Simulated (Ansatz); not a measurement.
GeSb₂. The state is a singlet with charge 0. Geometry PBE-D4/def2-TZVP.

```xyz
3

Sb   -0.0562    0.4562   -1.4743
Sb    1.0255   -1.0534    0.4729
Ge   -0.9693    0.5971    1.0014
```

In the def2 sets Sb takes a core potential; there is no spin–orbit coupling. At HF/def2-TZVP the restricted singlet is unstable: a solution with broken spin symmetry lies lower. The structure comes from a short search, and lower isomers may exist.

**Question.** Estimate the orbital energies around the gap (eV) in Ansatz with HF/def2-TZVP, PBE-D4/def2-TZVPD, r2SCAN-D4/def2-TZVP, r2SCAN-D4/def2-TZVPD, PBE0-D4/def2-TZVPD.

**Answer.** 
```csv
orbital,HF/def2-TZVP,PBE-D4/def2-TZVPD,r2SCAN-D4/def2-TZVP,r2SCAN-D4/def2-TZVPD,PBE0-D4/def2-TZVPD
HOMO−5,-16.06,-11.78,-12.16,-12.17,-13.11
HOMO−4,-14.95,-10.69,-11.05,-11.06,-12.02
HOMO−3,-9.24,-6.42,-6.68,-6.70,-7.33
HOMO−2,-8.27,-6.26,-6.50,-6.51,-6.99
HOMO−1,-8.02,-5.43,-5.64,-5.65,-6.29
HOMO,-7.88,-5.27,-5.49,-5.50,-6.14
LUMO,-0.63,-3.89,-3.91,-3.92,-3.27
LUMO+1,0.54,-3.13,-3.06,-3.08,-2.42
LUMO+2,1.71,-1.52,-1.33,-1.35,-0.90
LUMO+3,2.34,-0.97,-0.57,-0.68,-0.36
LUMO+4,2.46,-0.96,-0.54,-0.62,-0.34
LUMO+5,4.85,-0.08,2.53,0.47,0.43
```
